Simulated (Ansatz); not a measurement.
Isolated molecules relaxed with PBE0-D4/def2-TZVP in Ansatz; ΔE leaves out vibrations. CBS: MP2 limit from def2 TZ/QZ plus the TZ coupled-cluster correction, frozen cores. This one scheme is used for every species. Each species was taken in one conformer, which may not be the lowest.

Reaction (cleavage of the Al–P bond): `O[P]([AlH2])[SiH3]` + `N[SiH3]` → `[AlH2][NH][SiH3]` + `OP[SiH3]`

| species | CCSD(T)/CBS(def2) energy (Eh) |
| --- | --- |
| `O[P]([AlH2])[SiH3]` | -950.80994 |
| `N[SiH3]` | -346.80422 |
| `[AlH2][NH][SiH3]` | -589.44550 |
| `OP[SiH3]` | -708.19371 |

(1) Work out ΔE.

Largest T1 diagnostic among the species: 0.014.

Answers

(1) ΔE = (-589.44550) + (-708.19371) − (-950.80994) − (-346.80422) = -0.02505 Eh = -65.8 kJ/mol.

Leaving LDA and LC-ωPBE aside and taking each functional with its dispersion term where it has one, the values, not all of them listed here, spread over 21.6 kJ/mol, from CAM-B3LYP-D4 to PBE-D4. From PBE to PBE0 (25 % exact exchange), in def2-TZVPP and without D4, ΔE moves by −3.4 kJ/mol.
